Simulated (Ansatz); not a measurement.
Reaction (atomization): `[NH2][Ge]([Cl])([Cl])[Cl]` → 3 Cl• + Ge• + 2 H• + N•

Computed with Ansatz on PBE0-D4/def2-TZVP structures; ΔE is electronic, products minus reactants. CCSD(T)/CBS is the MP2 limit (def2-TZVPP, def2-QZVPP) plus CCSD(T) − MP2 in def2-TZVPP, frozen cores. This one scheme is used for every species, atoms too. DFT in def2-TZVPP. HSE06 is defined as in plane-wave codes. Open shells (•) are unrestricted, without spin–orbit coupling. Spin–orbit coupling would lower the free atoms: a little for Cl; clearly for Ge. For Ge outer-core shells are correlated without core-valence functions, so the limit isn't a true one: a few kJ/mol of doubt a bond, and 10 to 20 or more in all where bonds break to atoms. Scalar relativity is left out up to krypton. One conformer a species, not always the lowest.

What is ΔE at CCSD(T)/CBS? (An estimate is asked.)

Computed: +2161.3 kJ/mol.

What do these levels give: B97M-V, r2SCANh-D4, r2SCAN0-D4, HSE06-D4, ωB97X-V, HSE06, BHLYP, LC-ωPBE, HF/def2-SVP, MP2/def2-TZVPP, SCS-MP2/def2-TZVPP, CCSD/def2-TZVPP? (An estimate is asked.)

Computed: B97M-V 2191.4, r2SCANh-D4 2147.0, r2SCAN0-D4 2119.2, HSE06-D4 2161.1, ωB97X-V 2176.7, HSE06 2140.6, BHLYP 2023.1, LC-ωPBE 2122.3, HF/def2-SVP 1430.4, MP2/def2-TZVPP 2165.5, SCS-MP2/def2-TZVPP 2128.0, CCSD/def2-TZVPP 2038.6 kJ/mol.

Largest T1 diagnostic among the species: 0.009.

From PBE to PBE0 (25 % exact exchange), in def2-TZVPP and without D4, ΔE moves by −42.4 kJ/mol: exact exchange takes away binding that semilocal exchange gives to molecules. At CCSD(T), def2-SVP lies −214.3 kJ/mol from the extrapolated value and def2-TZVPP −70.9 kJ/mol: correlation converges slowly with the basis, and small sets miss more of it in the bonded molecule than in its fragments.

For atomizations the MP2-based limit and the directly extrapolated one differ by several kJ/mol either way, and by 10 to 25 for some Ge, Se and Sn compounds, so smaller differences from it don't rank the levels.
